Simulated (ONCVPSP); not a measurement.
**u(r) = r·R(r): atom against pseudo-atom (Tb (Z = 65))**

Columns: radius, all-electron u(r) and pseudo u(r) of the 5s shell (level -52.01 eV) of terbium in the configuration [Kr] 4d10 4f8 5s2 5p6 5d1 6s1.5 6p0.5; PW91, scalar-relativistic, ONCV scheme, ONCVPSP 4.0.1.

```tsv
r (bohr)	all-electron	pseudo
0.150	0.3207	0.1592
0.300	-0.1735	0.3190
0.450	-0.5498	0.4768
0.600	-0.1522	0.6258
0.750	0.4040	0.7549
0.900	0.8029	0.8520
1.050	0.9976	0.9071
1.200	1.0357	0.9153
1.350	0.9768	0.8789
1.500	0.8684	0.8064
1.650	0.7421	0.7103
1.800	0.6169	0.6039
1.950	0.5026	0.4987
2.100	0.4033	0.4026
2.250	0.3199	0.3198
2.400	0.2515	0.2515
2.550	0.1964	0.1963
2.700	0.1525	0.1524
2.850	0.1178	0.1178
3.000	0.0908	0.0907
3.150	0.0697	0.0697
3.300	0.0534	0.0534
3.450	0.0408	0.0408
3.600	0.0311	0.0311
3.750	0.0237	0.0237
3.900	0.0180	0.0180
```

Task: How many radial nodes do the two functions have?

Result: The all-electron 5s function has n − l − 1 = 4 (the table is too coarse to show those close to the nucleus); the pseudo-wave has 0, since the states of the same l below it are removed with the core.

Task: At about which radius was the pseudo-wave matched?

Result: 2.35 bohr, where the columns begin to agree (steps of 0.15 bohr).

Task: Is the pseudo-wave norm-conserving?

Result: Yes: the ONCV scheme keeps the norm inside the radius equal to the all-electron one, which fixes the energy derivative of the logarithmic derivative at the level.
